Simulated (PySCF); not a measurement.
# What a mistake does to a calculation on AlClH2N cation

These are calculations, not measurements. The program is PySCF 2.14.0, an open-source quantum chemistry code, run on an isolated molecule that a program drew, which may never have been made. The molecule is AlClH2N cation (charge +1, singlet), drawn as the SMILES string `[NH2][Al+][Cl]`.

Each row is a Hartree-Fock (HF) and frozen-core CCSD(T) single point in the cc-pV(D+d)Z basis, meant for a local HF minimum. Run 1 is clean. Each other run has one planted mistake out of seven kinds, and not every kind appears here: one electron removed, one electron added, multiplicity raised by two, geometry at a saddle point, minimal basis STO-3G, one bond length entered in bohr, all coordinates scaled. The reference is restricted for singlets and unrestricted otherwise, and also for a bond in bohr. Adding or removing an electron swaps singlet and doublet. Electrons count all cores. HOMO and LUMO are orbital energies over both spins, the gradient is its largest component, and the lowest frequency (negative if imaginary) is given only where the gradient is small. Bond lengths are over the 4 bonds as drawn. T1 is the CCSD diagnostic: over 0.02 (restricted) or 0.045 (unrestricted) a single reference is doubtful.

Geometry of the clean run:
```xyz
5
AlClH2N cation, angstrom
N    -1.8525   -1.4120    0.3161
Al   -2.1544    0.2534    0.4923
Cl   -2.5106    2.2198    0.7005
H    -1.8887   -2.0885    1.0622
H    -1.6113   -1.8676   -0.5498
```

| run | electrons | basis functions | <S^2> | HOMO (eV) | LUMO (eV) | gradient (hartree/bohr) | lowest frequency (cm^-1) | mean bond (Å) | longest bond (Å) | T1 | HF (hartree) | CCSD(T) (hartree) | mistake |
|---|---|---|---|---|---|---|---|---|---|---|---|---|---|
| 1 | 38 | 70 | 0.000 | -17.45 | -4.72 | 7.4e-06 | 156 | 1.4316 | 2.009 | 0.0134 | -756.86920 | -757.25666 | no fault |
| 2 | 37 | 70 | 0.757 | -23.65 | -13.60 | 1.2e-01 | - | 1.4316 | 2.009 | 0.0180 | -756.31162 | -756.65704 | one electron removed |
| 3 | 39 | 70 | 0.760 | -5.75 | 1.13 | 5.6e-02 | - | 1.4316 | 2.009 | 0.0141 | -757.06115 | -757.46243 | one electron added |
| 4 | 38 | 70 | 1.012 | -15.76 | -6.51 | 2.7e-02 | - | 1.8101 | 3.216 | 0.0174 | -756.77810 | -757.12776 | ? |

**Which mistake was planted in run 4, and what did it cost?**

The mean bond changes by a factor of 1.264 and the longest by 1.601, so the molecule wasn't scaled as a whole. A length L in bohr read as angstrom grows by (1/0.5292 - 1) L = 0.890 L. The 4 bonds together grew by 4 x 0.3785 = 1.514 Å, which gives L = 1.702 Å. That is bond N1-Al2, 1.702 Å in the clean geometry. So the mistake is: one bond length entered in bohr. Subtracting run 1 and multiplying by 627.51 kcal/mol a hartree, the energy moved by 57.2 kcal/mol in HF and 80.9 kcal/mol in CCSD(T).

